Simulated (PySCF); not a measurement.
PySCF input file for selenophene (C₄H₄Se), SMILES c1cc[se]c1, PBE/pcSseg-1. Geometry: r2SCAN-D4/def2-SVP.

```python
import numpy as np
from pyscf import gto, scf, dft
from pyscf.prop.nmr import rks as nmr

mol = gto.M(
    atom='''
    C    -0.00000000   -0.71478988   -1.67891684
    C    -0.00000000    0.71478987   -1.67891684
    C    -0.00000000    1.28882874   -0.43328133
    Se    0.00000000   -0.00000000    0.90927390
    C    -0.00000000   -1.28882874   -0.43328134
    H     0.00000000   -1.30948482   -2.59640598
    H     0.00000000    1.30948484   -2.59640597
    H     0.00000000    2.35131642   -0.18806131
    H     0.00000000   -2.35131642   -0.18806131
    ''',
    basis='pcSseg-1',
    charge=0,
    spin=0,
    max_memory=1600,
    verbose=3,
)
mf = dft.RKS(mol, xc='pbe')
mf.grids.level = 3
mf.conv_tol = 1e-10
mf.max_cycle = 100
mf.kernel()
n = nmr.NMR(mf)
n.verbose = 2
n.max_cycle_cphf = 60
sigma = n.kernel()
print('atom   isotropic/ppm   span/ppm')
for i, s in enumerate(sigma):
    w = np.linalg.eigvalsh((s + s.T) / 2)
    print(f'{mol.atom_symbol(i):2s}{i + 1:3d} {w.mean():14.3f} {w[2] - w[0]:11.3f}')
```

Output:

```
converged SCF energy = -2555.5395780679
atom   isotropic/ppm   span/ppm
C   1         48.687     171.006
C   2         48.687     171.006
C   3         41.774     184.182
Se  4       1081.811     529.929
C   5         41.774     184.182
H   6         24.002       6.577
H   7         24.002       6.577
H   8         23.676       6.798
H   9         23.676       6.798
```

The calculation finished and met its thresholds.

Cost: roughly 40 core-seconds.
